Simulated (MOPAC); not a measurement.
MOPAC input (PM7):

```
PM7 PRECISE GNORM=0.05 LET XYZ CHARGE=-1 GEO-OK AUX(PRECISION=9) THREADS=1
C6H7

C     1.44426070 1   -0.53658161 1   -0.27402555 1
C     1.36902390 1    0.90871354 1    0.23061831 1
C    -0.09966705 1    0.54899598 1    0.74559223 1
C     0.14065038 1   -0.72927474 1    0.15909879 1
C    -1.28634728 1   -0.95967727 1   -0.32215211 1
C    -1.37294596 1    0.60773327 1   -0.18472220 1
H     2.26019345 1   -1.18278387 1   -0.58882787 1
H     1.29799486 1    1.63376910 1   -0.58908418 1
H     2.10293262 1    1.28829290 1    0.96136211 1
H    -1.43086623 1   -1.37938019 1   -1.32226701 1
H    -1.92490781 1   -1.48935370 1    0.39132526 1
H    -1.16856776 1    1.04398640 1   -1.17825130 1
H    -2.30662743 1    1.04601428 1    0.19928636 1
```

Output:

```
 *******************************************************************************
 **                                                                           **
 **                              MOPAC v23.2.5                                **
 **                                                                           **
 *******************************************************************************
 ** MOPAC's Digital Object Identifier: https://doi.org/10.5281/zenodo.6511958 **
 **                                                                           **
 ** Please cite the open-source release paper for use of this MOPAC version:  **
 ** J. E. Moussa and J. J. P. Stewart (2026)                                  **
 ** MOPAC: An open-source semiempirical molecular orbital program             **
 ** J. Open Source Softw., 11(119), 8025, https://doi.org/10.21105/joss.08025 **
 *******************************************************************************

                              PM7 CALCULATION RESULTS

 *******************************************************************************
 *  PM7        - The PM7 Hamiltonian to be used
 *  GEO-OK     - OVERRIDE INTERATOMIC DISTANCE AND OTHER SAFETY CHECKS
 *
 *
 *
 *                 CHARGE ON SYSTEM = -1
 *
 *
 *
 *  LET        - OVERRIDE SOME SAFETY CHECKS
 *  PRECISE    - TIGHTER CRITERIA TO BE USED
 *  XYZ        - CARTESIAN COORDINATE SYSTEM TO BE USED
 *  GNORM      - EXIT WHEN GRADIENT NORM DROPS BELOW 0.050
 *  AUX        - OUTPUT AUXILIARY INFORMATION
 *******************************************************************************
PM7 PRECISE GNORM=0.05 LET XYZ CHARGE=-1 GEO-OK AUX(PRECISION=9) THREADS=1
 C6H7

   ATOM   CHEMICAL          X               Y               Z
  NUMBER   SYMBOL      (ANGSTROMS)     (ANGSTROMS)     (ANGSTROMS)

     1       C          1.44426070  *  -0.53658161  *  -0.27402555  *
     2       C          1.36902390  *   0.90871354  *   0.23061831  *
     3       C         -0.09966705  *   0.54899598  *   0.74559223  *
     4       C          0.14065038  *  -0.72927474  *   0.15909879  *
     5       C         -1.28634728  *  -0.95967727  *  -0.32215211  *
     6       C         -1.37294596  *   0.60773327  *  -0.18472220  *
     7       H          2.26019345  *  -1.18278387  *  -0.58882787  *
     8       H          1.29799486  *   1.63376910  *  -0.58908418  *
     9       H          2.10293262  *   1.28829290  *   0.96136211  *
    10       H         -1.43086623  *  -1.37938019  *  -1.32226701  *
    11       H         -1.92490781  *  -1.48935370  *   0.39132526  *
    12       H         -1.16856776  *   1.04398640  *  -1.17825130  *
    13       H         -2.30662743  *   1.04601428  *   0.19928636  *

          CARTESIAN COORDINATES

    NO.       ATOM           X           Y           Z

     1         C          1.4443     -0.5366     -0.2740
     2         C          1.3690      0.9087      0.2306
     3         C         -0.0997      0.5490      0.7456
     4         C          0.1407     -0.7293      0.1591
     5         C         -1.2863     -0.9597     -0.3222
     6         C         -1.3729      0.6077     -0.1847
     7         H          2.2602     -1.1828     -0.5888
     8         H          1.2980      1.6338     -0.5891
     9         H          2.1029      1.2883      0.9614
    10         H         -1.4309     -1.3794     -1.3223
    11         H         -1.9249     -1.4894      0.3913
    12         H         -1.1686      1.0440     -1.1783
    13         H         -2.3066      1.0460      0.1993

 General Reference for PM7:
 "Optimization of Parameters for Semiempirical Methods VI: More Modifications to the
 NDDO Approximations and Re-optimization of Parameters", J. J. P. Stewart, J. Mol. Mod., 1:32, 19 (2013)
 https://link.springer.com/article/10.1007/s00894-012-1667-x

           Empirical Formula: C6 H7  =    13 atoms

      MOLECULAR POINT GROUP   :   C1

      RHF CALCULATION, NO. OF DOUBLY OCCUPIED LEVELS = 16

          Geometry optimization using EF

          DIAGONAL MATRIX USED AS START HESSIAN

 CYCLE:     1  GRAD.:    81.293 HEAT:  123.6162
 CYCLE:     2  GRAD.:   148.644 HEAT:  127.6359
 CYCLE:     3  GRAD.:   209.723 HEAT:  127.2799
 CYCLE:     4  GRAD.:   274.957 HEAT:  138.8461
 CYCLE:     5  GRAD.:   137.460 HEAT:  126.7953
 CYCLE:     6  GRAD.:   147.872 HEAT:  125.8042
 CYCLE:     7  GRAD.:   152.921 HEAT:  125.6121
 CYCLE:     8  GRAD.:   169.673 HEAT:  124.7015
 CYCLE:     9  GRAD.:   123.866 HEAT:  122.7977
 CYCLE:    10  GRAD.:   123.699 HEAT:  123.4903
 CYCLE:    11  GRAD.:   120.126 HEAT:  121.7699
 CYCLE:    12  GRAD.:   176.640 HEAT:  123.1373
 CYCLE:    13  GRAD.:   138.094 HEAT:  122.6601
 CYCLE:    14  GRAD.:   134.666 HEAT:  121.9223
 CYCLE:    15  GRAD.:   106.135 HEAT:  118.2916
 CYCLE:    16  GRAD.:   192.882 HEAT:  125.5712
 CYCLE:    17  GRAD.:    84.895 HEAT:  116.7164
 CYCLE:    18  GRAD.:   192.867 HEAT:  127.0892
 CYCLE:    19  GRAD.:    88.164 HEAT:  116.1984
 CYCLE:    20  GRAD.:   162.077 HEAT:  123.0971
 CYCLE:    21  GRAD.:    90.345 HEAT:  116.7364
 CYCLE:    22  GRAD.:   376.347 HEAT:  124.2343
 CYCLE:    23  GRAD.:    63.029 HEAT:  114.8295
 CYCLE:    24  GRAD.:    89.240 HEAT:  117.1983
 CYCLE:    25  GRAD.:    43.627 HEAT:  114.2707
 CYCLE:    26  GRAD.:    78.855 HEAT:  116.3376
 CYCLE:    27  GRAD.:    15.451 HEAT:  113.3656
 CYCLE:    28  GRAD.:    23.645 HEAT:  113.4392
 CYCLE:    29  GRAD.:     6.020 HEAT:  113.0732
 CYCLE:    30  GRAD.:     5.903 HEAT:  112.9268
 CYCLE:    31  GRAD.:    13.551 HEAT:  112.5506
 CYCLE:    32  GRAD.:    10.620 HEAT:  112.2019
 CYCLE:    33  GRAD.:     4.739 HEAT:  112.1202
 CYCLE:    34  GRAD.:     5.066 HEAT:  112.1017
 CYCLE:    35  GRAD.:     3.268 HEAT:  112.0869
 CYCLE:    36  GRAD.:     1.793 HEAT:  112.0770
 CYCLE:    37  GRAD.:     1.838 HEAT:  112.0704
 CYCLE:    38  GRAD.:     1.663 HEAT:  112.0633
 CYCLE:    39  GRAD.:     1.325 HEAT:  112.0558
 CYCLE:    40  GRAD.:     1.521 HEAT:  112.0444
 CYCLE:    41  GRAD.:     1.568 HEAT:  112.0354
 CYCLE:    42  GRAD.:     1.279 HEAT:  112.0320
 CYCLE:    43  GRAD.:     0.690 HEAT:  112.0302
 CYCLE:    44  GRAD.:     0.389 HEAT:  112.0294
 CYCLE:    45  GRAD.:     0.256 HEAT:  112.0290
 CYCLE:    46  GRAD.:     0.141 HEAT:  112.0289
 CYCLE:    47  GRAD.:     0.081 HEAT:  112.0289
 CYCLE:    48  GRAD.:     0.199 HEAT:  112.0289
 CYCLE:    49  GRAD.:     0.039 HEAT:  112.0289

     GRADIENT =  0.03902 IS LESS THAN CUTOFF =  0.05000

 -------------------------------------------------------------------------------
 PM7 PRECISE GNORM=0.05 LET XYZ CHARGE=-1 GEO-OK AUX(PRECISION=9) THREADS=1
 C6H7

     GEOMETRY OPTIMISED USING EIGENVECTOR FOLLOWING (EF).
     SCF FIELD WAS ACHIEVED

                              PM7 CALCULATION
                                                       MOPAC v23.2.5 Linux

          FINAL HEAT OF FORMATION =        112.02889 KCAL/MOL =     468.72886 KJ/MOL

          COSMO AREA              =        124.73 SQUARE ANGSTROMS
          COSMO VOLUME            =        112.19 CUBIC ANGSTROMS

          GRADIENT NORM           =          0.03902          =       0.01082 PER ATOM
          IONIZATION POTENTIAL    =          1.164056 EV
          HOMO LUMO ENERGIES (EV) =         -1.164  7.449
          NO. OF FILLED LEVELS    =         16
          MOLECULAR WEIGHT        =         79.1213         POINT GROUP:  C1

          MOLECULAR DIMENSIONS (Angstroms)

            Atom       Atom       Distance
            H    13    H     7     5.07236
            H    10    H     9     4.66287
            H     8    H    11     3.14077

          SCF CALCULATIONS        =         50

   ATOM   CHEMICAL          X               Y               Z
  NUMBER   SYMBOL      (ANGSTROMS)     (ANGSTROMS)     (ANGSTROMS)

     1       C          1.53762209  *  -0.63096762  *  -0.05048251  *
     2       C          1.42553898  *   0.91552854  *   0.23658651  *
     3       C         -0.06393986  *   0.68033102  *   0.21233039  *
     4       C          0.16360457  *  -0.68862576  *  -0.07026572  *
     5       C         -1.29521226  *  -0.96802379  *  -0.33386380  *
     6       C         -1.51758988  *   0.62788344  *  -0.06944021  *
     7       H          2.35676228  *  -1.24826966  *  -0.13926127  *
     8       H          1.81296582  *   1.53694341  *  -0.56761886  *
     9       H          1.83397668  *   1.22558860  *   1.19530864  *
    10       H         -1.53216446  *  -1.28023165  *  -1.34466439  *
    11       H         -1.78917575  *  -1.60086317  *   0.39473340  *
    12       H         -1.86519967  *   1.15955956  *  -0.95426036  *
    13       H         -2.17704660  *   0.83567021  *   0.77212927  *

                             CARTESIAN COORDINATES

   1    C        1.537622094    -0.630967620    -0.050482506
   2    C        1.425538983     0.915528537     0.236586510
   3    C       -0.063939861     0.680331017     0.212330390
   4    C        0.163604566    -0.688625757    -0.070265722
   5    C       -1.295212257    -0.968023785    -0.333863801
   6    C       -1.517589880     0.627883440    -0.069440207
   7    H        2.356762282    -1.248269657    -0.139261269
   8    H        1.812965817     1.536943408    -0.567618859
   9    H        1.833976675     1.225588600     1.195308643
  10    H       -1.532164458    -1.280231652    -1.344664391
  11    H       -1.789175752    -1.600863170     0.394733405
  12    H       -1.865199669     1.159559563    -0.954260362
  13    H       -2.177046598     0.835670209     0.772129266

           Empirical Formula: C6 H7  =    13 atoms

      MOLECULAR POINT GROUP   :   C1

                  EIGENVALUES
 -25.20427 -21.65279 -16.98299 -15.49434 -14.05346 -11.10489 -10.46482  -9.30017
  -8.76989  -8.21910  -7.94881  -6.30506  -6.16092  -4.23542  -3.77559  -1.16406
   7.44935   8.27801   9.28496   9.78205  10.07592  10.28524  10.85031  10.93547
  10.97057  11.49657  11.67687  12.04532  12.34627  12.90063  13.32665

              NET ATOMIC CHARGES AND DIPOLE CONTRIBUTIONS

  ATOM NO.   TYPE          CHARGE      No. of ELECS.   s-Pop       p-Pop
    1          C          -0.561859        4.5619     1.04608     3.51578
    2          C          -0.140553        4.1406     1.04596     3.09459
    3          C          -0.572944        4.5729     1.01785     3.55510
    4          C           0.059007        3.9410     1.06816     2.87283
    5          C          -0.291868        4.2919     1.07134     3.22052
    6          C          -0.155419        4.1554     1.05686     3.09856
    7          H           0.111664        0.8883     0.88834
    8          H           0.085314        0.9147     0.91469
    9          H           0.087410        0.9126     0.91259
   10          H           0.106434        0.8936     0.89357
   11          H           0.108160        0.8918     0.89184
   12          H           0.080675        0.9193     0.91932
   13          H           0.083978        0.9160     0.91602
 DIPOLE           X         Y         Z       TOTAL
 POINT-CHG.    -2.379    -0.327    -0.548     2.463
 HYBRID        -0.324    -0.025    -0.312     0.451
 SUM           -2.703    -0.352    -0.861     2.858

          ATOMIC ORBITAL ELECTRON POPULATIONS

     Atom    s        px        py        pz
    1  C   1.04608   0.99725   1.01152   1.50702
    2  C   1.04596   1.00511   1.02205   1.06743
    3  C   1.01785   0.93066   1.07250   1.55194
    4  C   1.06816   0.92441   1.03428   0.91415
    5  C   1.07134   1.07172   1.04871   1.10009
    6  C   1.05686   1.05570   0.96629   1.07657
    7  H   0.88834
    8  H   0.91469
    9  H   0.91259
   10  H   0.89357
   11  H   0.89184
   12  H   0.91932
   13  H   0.91602

 **********************
 *                    *
 * JOB ENDED NORMALLY *
 *                    *
 **********************

 == MOPAC DONE ==
```

The dipole moment of an ion depends on the origin.

The geometry given is a B3LYP-D3(BJ)/def2-TZVP minimum.
